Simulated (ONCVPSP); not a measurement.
Configuration tests for tellurium (Te) (ONCV)

```
Element                 : Te
Generator               : ONCVPSP 4.0.1
Type                    : optimised norm-conserving Vanderbilt (ONCV)
Functional              : PBEsol
Relativity              : scalar-relativistic
Frozen core             : [Kr] 4d10
Valence charge          : 6
Reference configuration : 5s1.75 5p4.25
Partial waves           : 5s: rc 1.95 bohr, ncon 4, nbas 9, qcut 3.3 1/bohr, 2 projectors, debl 2.1 Ha; 5p: rc 1.85 bohr, ncon 4, nbas 8, qcut 3.9 1/bohr, 1 projector
Local potential         : polynomial inside 1.30 bohr (lpopt 3, dvloc0 0 Ha)
Core correction         : Teter function, fcfact 3.75, rcfact 1.4
```

Energies are relative to the spin-unpolarised reference configuration 5s1.75 5p4.25; without spin polarisation the order of configurations can differ from experiment.

```
valence configuration  charge  ΔE all-electron (eV)  error AE − PS (meV)
              5s2 5p4       0                -2.302                 -0.3
              5s2 5p3      +1                 7.451                 -2.1
```

(1) What are ΔE and the potential's error for 5s2 5p1?

(2) What are ΔE and the potential's error for 5s2 5p2?

Levels in the configuration 5s2 5p2:

```json
{"level": "5s", "all-electron (eV)": "-32.801", "pseudo (eV)": "-32.816"}
{"level": "5p", "all-electron (eV)": "-22.358", "pseudo (eV)": "-22.392"}
```

Note: no bound ghost flagged; GHOST(+) flagged for s at 11.9 eV.

Results:

(1) ΔE = 52.377 eV all-electron; the error (AE − PS) is -114 meV.

(2) ΔE = 25.420 eV all-electron; the error (AE − PS) is -19 meV.
